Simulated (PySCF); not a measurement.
Ti(Cl)2(OH) (Cl2HOTi), SMILES [Ti+]([Cl])([OH])[Cl], charge +1, multiplicity 1.

Geometry: B3LYP-D3(BJ)/def2-SVP. The spin state was assumed, not searched. The isomer is the one that the SMILES or the coordinates give; other isomers of the formula were not compared. One conformer was computed; it need not be the lowest.

Two levels are set side by side: TDA-PBE/def2-SVPD (PySCF) and TDA-LC-ωPBE/def2-SVPD (PySCF). Vertical, same geometry. The lowest singlet is HOMO→LUMO 99 % with PBE and HOMO→LUMO 90 % with the other functional; states are paired by order. Differences are taken from unrounded values.

```tsv
quantity	TDA-LC-ωPBE
lowest singlet excitation (eV)	3.74
lowest triplet excitation (TDA) (eV)	3.56
```

**Question.** What does TDA-PBE give, and how far is it from TDA-LC-ωPBE? (The exact figures need the calculation; the answer reports its results.)

**Answer.** 
| quantity | TDA-PBE | TDA-PBE minus TDA-LC-ωPBE |
|---|---|---|
| lowest singlet excitation (eV) | 2.80 | -0.94 |
| lowest triplet excitation (TDA) (eV) | 2.72 | -0.84 |

A lower first singlet is the usual sign of a functional without exact exchange. Differences between two approximate levels are no errors against the true value.

Rough cost on one machine, each run with all the roots and properties that it gave: TDA-LC-ωPBE against TDA-PBE about 3 times.
